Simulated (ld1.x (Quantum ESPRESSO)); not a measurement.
## Configuration tests for N (Z = 7) (RRKJ)

| Property | Result |
| --- | --- |
| Element | nitrogen |
| Generator | ld1.x (Quantum ESPRESSO) 7.5 |
| Type | norm-conserving RRKJ (Kleinman–Bylander form) |
| Functional | PBE |
| Relativity | non-relativistic |
| Frozen core | [He] |
| Valence charge | 5 |
| Reference configuration | 2s2 2p1 (charge +2) |
| Partial waves | 2p (bound): rc 2.15 bohr; 3d channel at 0.15 Ry: rc 1.95 bohr; 2s (bound): rc 0.90 bohr |
| Local potential | the s channel |
| Core correction | Bessel-smoothed model core inside 0.85 bohr |

Energies are relative to the spin-unpolarised reference configuration 2s2 2p1; without spin polarisation the order of configurations can differ from experiment. The frozen-core shift is the all-electron ΔE with the core orbitals held at their reference shape minus the fully relaxed ΔE.

```tsv
valence configuration	charge	ΔE all-electron (eV)	error AE − PS (meV)	frozen-core shift (meV)
2s2 2p2	+1	-28.859	+301	+0.9
2s2 2p0	+3	47.085	+668	+3.3
2s2 2p2.5	+0.5	-37.360	+522	+1.4
2s0 2p5	0	-19.475	+1631	+2.2
2s1 2p3	+1	-17.111	+684	+1.0
```

Problem. What are ΔE and the potential's error for 2s2 2p3.3?

Solution. ΔE = -44.076 eV all-electron; the error (AE − PS) is +759 meV.

Problem. What are ΔE and the potential's error for 2s2 2p3?

Solution. ΔE = -42.456 eV all-electron; the error (AE − PS) is +694 meV.
